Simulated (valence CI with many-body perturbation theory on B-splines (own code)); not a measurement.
## As¹⁷⁺: configurations and terms from energies and g

Calculated by configuration interaction combined with many-body perturbation theory (CI+MBPT): six valence electrons over a frozen Dirac-Fock core [Ne], a basis of 9 s, 9 p, 8 d, 6 f, 3 g, 1 h functions for each j, with the one-electron correlation potential Σ1, the two-electron term Σ2, the three-electron term Σ3, Breit, model QED; selected CI, second order for the rest, scaled by the run's own slope (own B-spline code, finite nucleus).

No measured spectrum was set against this ion. As an estimate, levels of excited configurations hold to 0.05 to 0.15 % of their energy, terms of the ground configuration to about 0.5 %. Among the levels kept, up to 1400 cm⁻¹ of a level comes from second order outside the variational space, and about a tenth of that is noise between levels of different J, which matters for small intervals.

| No. | J | Parity | E (eV) | g |
| --- | --- | --- | --- | --- |
| 1 | 2 | even | 0.000 | 1.436 |
| 3 | 1 | even | 6.096 | 1.500 |
| 4 | 2 | even | 10.213 | 1.061 |
| 6 | 2 | odd | 57.033 | 1.499 |
| 7 | 1 | odd | 60.641 | 1.463 |
| 10 | 2 | odd | 74.872 | 1.391 |
| 12 | 3 | odd | 74.921 | 1.435 |
| 13 | 1 | odd | 75.114 | 1.478 |
| 14 | 4 | odd | 75.759 | 1.466 |
| 17 | 1 | odd | 81.560 | 0.538 |

Energies count from the lowest level. Strongly mixed levels and levels close to another of their J and parity, and those with J = 0 are left out, so the numbers can have gaps.

Give configuration and LS term of each level.

1: 3s²3p⁴ ³P; 3: 3s²3p⁴ ³P; 4: 3s²3p⁴ ¹D; 6: 3s3p⁵ ³P°; 7: 3s3p⁵ ³P°; 10: 3s²3p³3d ⁵D°; 12: 3s²3p³3d ⁵D°; 13: 3s²3p³3d ⁵D°; 14: 3s²3p³3d ⁵D°; 17: 3s²3p³3d ³D°.
